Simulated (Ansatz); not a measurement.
Reaction (isomerisation): `OC[SiH2]O[SiH3]` → `OC([SiH3])O[SiH3]`

Gas-phase electronic energies from Ansatz, PBE0-D4/def2-TZVP geometries. CBS: MP2 limit from def2 TZ/QZ plus the TZ coupled-cluster correction, frozen cores. Each species was taken in one conformer, which may not be the lowest.

`OC[SiH2]O[SiH3]`:

```xyz
13

O    -0.382   -1.294    1.092
C    -1.106   -0.074    1.184
Si    0.057    1.278    0.585
O     0.609    0.884   -0.902
Si    1.070   -0.413   -1.792
H    -0.968   -2.027    1.291
H    -2.004   -0.086    0.551
H    -1.436    0.133    2.213
H     1.200    1.415    1.526
H    -0.680    2.564    0.500
H     2.098   -1.212   -1.079
H     1.642    0.105   -3.060
H    -0.100   -1.273   -2.108
```

`OC([SiH3])O[SiH3]`:

Z-matrix (Å, degrees):
```
C
Si 1 1.910
O 1 1.409 2 107.5
O 1 1.405 2 112.5 3 123.5
H 1 1.098 2 111.3 3 -120.0
H 2 1.486 1 109.4 3 172.3
H 2 1.484 1 111.0 3 50.7
H 2 1.489 1 106.7 3 -69.5
Si 3 1.658 1 121.7 2 176.8
H 4 0.963 1 108.7 2 -52.6
H 9 1.485 3 112.2 1 -79.2
H 9 1.482 3 105.5 1 161.9
H 9 1.488 3 109.8 1 42.5
```

| species | SCS-MP2/def2-TZVPP energy (Eh) |
| --- | --- |
| `OC[SiH2]O[SiH3]` | -771.21265 |
| `OC([SiH3])O[SiH3]` | -771.14655 |

Q: Work out ΔE.

A: ΔE = (-771.14655) − (-771.21265) = 0.06610 Eh = +1.80 eV. CCSD(T)/CBS gives +1.78 eV.

Largest T1 diagnostic among the species: 0.013.

From PBE to PBE0 (25 % exact exchange), in def2-TZVPP and without D4, ΔE moves by +0.11 eV. In def2-TZVPP, CCSD(T) changes the Hartree–Fock value by −0.17 eV (the triples alone add −0.04 eV) and MP2 by −0.09 eV.
